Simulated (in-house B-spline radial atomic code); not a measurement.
Configurations of Nd IX (Nd8+), with energies counted from [Kr] 4d10 4f2 5s2 5p2. All numbers are computed (scalar-relativistic (X2C) HSE06, spin-polarised, spherical fractional occupations; Fermi nucleus of rms radius 4.9123 fm) with a B-spline radial code for spherical atoms, not measured. Shells without spins written out take the highest spin.

Caution: exact exchange at fractional occupations of open shells leaves self-interaction of up to several eV.

Occupations are held fixed; configurations that lie above the ionisation limit could autoionise.

| configuration | E - E(ref) (eV) | highest orbital | its <r> (bohr) |
| --- | --- | --- | --- |
| [Kr] 4d10 4f1 5s2 5p3 | -5.9927 | 4f up | 0.8203 |
| [Kr] 4d10 4f(0 up, 1 down) 5s2 5p(1 up, 2 down) | -0.90643 | 4f down | 0.8166 |
| [Kr] 4d10 4f(2 up, 0 down) 5s2 5p(1 up, 1 down) | 3.2144 | 4f up | 0.8376 |
| [Kr] 4d10 4f(2 up, 0 down) 5s2 5p(1 up, 0 down) 6d(0 up, 1 down) | 74.101 | 6d down | 3.109 |
| [Kr] 4d10 4f1 5s2 5p2 6f1 | 85.284 | 6f up | 3.788 |
| [Kr] 4d9 4f2 5s2 5p3 | 117.06 | 4f up | 0.8095 |
| [Kr] 4d9 4f2 5s2 5p2 5d1 | 152.78 | 5d up | 1.669 |

Q: Order these further configurations by energy, lowest first.
A. [Kr] 4d10 4f(1 up, 1 down) 5s2 5p(1 up, 1 down)
B. [Kr] 4d10 4f1 5s2 5p2 5d1
C. [Kr] 4d10 4f(2 up, 0 down) 5s2 5p(1 up, 0 down) 6s(1 up, 0 down)
D. [Kr] 4d10 4f3 5s2 5p1
E. [Kr] 4d10 4f2 5s2 5p1 5f1

A: A (5.0603 eV), D (7.2013 eV), B (29.507 eV), C (51.031 eV), E (65.782 eV).

Q: How far above the reference does [Kr] 4d10 4f2 5s2 5p1 5d1 lie?

A: 33.795 eV; its least bound orbital is 5d up with <r> = 1.71 bohr.

Q: How far above the reference does [Kr] 4d9 4f2 5s2 5p2 6f1 lie?

A: 208.89 eV; its least bound orbital is 6f up with <r> = 3.775 bohr.

Q: How far above the reference does [Kr] 4d10 4f(0 up, 2 down) 5s2 5p(1 up, 0 down) 6p(0 up, 1 down) lie?

A: 61.838 eV; its least bound orbital is 6p down with <r> = 2.667 bohr.

Q: Is the reference the lowest configuration at this level of theory?

A: No: [Kr] 4d10 4f1 5s2 5p3 lies 5.993 eV lower with this functional.
